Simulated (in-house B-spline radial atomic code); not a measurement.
## Binding energies in Yb⁺

NIST's tabulated ground configuration is [Xe] 4f14 6s1; each binding energy is the energy of the ion with one electron taken from that subshell, relaxed, less that of the parent. All numbers are computed (Dirac-Hartree-Fock, average of configuration; Fermi nucleus of rms radius 5.3108 fm) with an all-electron radial atomic-structure program (B-spline basis), not measured. Energies include first-order Breit, QED and recoil terms.

```csv
subshell,X-ray name,binding energy (eV),-ε (eV),relaxation (eV)
2p3/2,L3,8950.3,9026.7,53.9
3p1/2,M2,2184.2,2222.1,31.5
3p3/2,M3,1961.4,1995.5,30.2
3d3/2,M4,1582.2,1617.2,32.6
3d5/2,M5,1534.5,1568.1,32.1
4p1/2,N2,407.8,422.1,13.0
4p3/2,N3,357.8,370.4,11.9
4d3/2,N4,206.7,218.1,11.2
4d5/2,N5,197.6,208.4,10.8
5p1/2,O2,43.08,45.07,1.87
5p3/2,O3,37.02,38.63,1.56
4f5/2,N6,13.24,21.14,8.00
4f7/2,N7,12,19.55,7.71
6s,P1,11.27,11.32,0.03
```

Relaxation = -ε minus the binding energy without Breit, QED and recoil terms.

Emission lines follow as differences of binding energies, with λ = 12398.42 eV·Å / E:

```
 line          holes  energy (eV)  wavelength (Å)
L3-M5  2p3/2 → 3d5/2       7415.8          1.6719
M5-N7  3d5/2 → 4f7/2       1522.5          8.1435
M4-N6  3d3/2 → 4f5/2       1569.0          7.9023
```

Q: What does it cost to remove both a 4d3/2 and a 4f7/2 electron?

A: 239.75 eV, which is 21.1 eV more than the two single binding energies together.

Q: What does it cost to remove both a 3p1/2 and a 4p3/2 electron?

A: 2567.7 eV, which is 25.7 eV more than the two single binding energies together.
